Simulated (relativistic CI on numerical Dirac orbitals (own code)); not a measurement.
**Sensitivity of the levels of Bi LIV to α and to the nuclear radius**

Computed by Dirac-Coulomb-Breit CI, KLI orbitals optimised for each configuration, derivatives by finite differences, unscaled Slater integrals, QED left out (own radial code, finite nucleus).

Configuration list (outside the closed core [Ar] 3d10): 4s², 4s4p, 4p², 4s4d, 4s4f, 4d², 4p4d, 4f². Levels of other configurations are missing.

With x = (α/α₀)² − 1 an excitation energy changes as ω = ω₀ + qx; K = 2q/ω₀ is the relative enhancement. Terms are leading LS components, so labels can repeat. The field-shift factor is F = δν/δ⟨r²⟩ for the transition from the lowest level.

Lowest level 4s² ¹S0.

```csv
Level,ω₀ (cm⁻¹),q (cm⁻¹),F (GHz/fm²)
4s4p ³P°0,879822,202800,-5250
4s4p ³P°1,953941,221000,-5270
4p² ³P0,2009146,438800,-10600
4s4p ³P°2,2363383,2.114e+06,-5750
4s4p ¹P°1,2532941,2.111e+06,-5760
4p² ³P1,3429048,2.336e+06,-11100
4p² ¹D2,3441094,2.33e+06,-10800
4s4d ³D1,3910605,2.197e+06,-5720
4s4d ³D2,3955226,2.222e+06,-5860
4s4d ³D3,4220756,2.519e+06,-5710
4s4d ¹D2,4303620,2.555e+06,-5990
4p4d ³F°2,4834632,2.411e+06,-11000
4p² ³P2,4951716,4.194e+06,-11400
```

At this charge energies of transitions that change n are usually good to better than 1 %, and those within a shell (Δn = 0) to a few per cent.

**Question.** Which transition from the lowest level has the largest |K|?

**Answer.** 4s4p ³P°2 at 2363383 cm⁻¹, K = 1.79.
